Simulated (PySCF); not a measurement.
GeH4, SMILES [GeH4].

Coordinates come from a ωB97X-D3(BJ)/def2-TZVPD optimisation. The isomer is the one that the SMILES or the coordinates give; other isomers of the formula were not compared.

Level of theory: M06-2X/def2-TZVPD run with PySCF.

Symmetry labels are those of the subgroup D2 that the program uses (full group Td).

### Question
List the valence orbital energies around the gap with their symmetry. (The exact figures need the calculation; the answer reports its results.)

### Answer

```csv
orbital,symmetry,energy (eV)
HOMO−7,B2,-37.86
HOMO−6,B3,-37.86
HOMO−5,A,-37.78
HOMO−4,A,-37.78
HOMO−3,A,-16.99
HOMO−2,B1,-10.82
HOMO−1,B2,-10.82
HOMO,B3,-10.82
LUMO,A,0.68
LUMO+1,B1,1.64
LUMO+2,B2,1.64
LUMO+3,B3,1.64
```
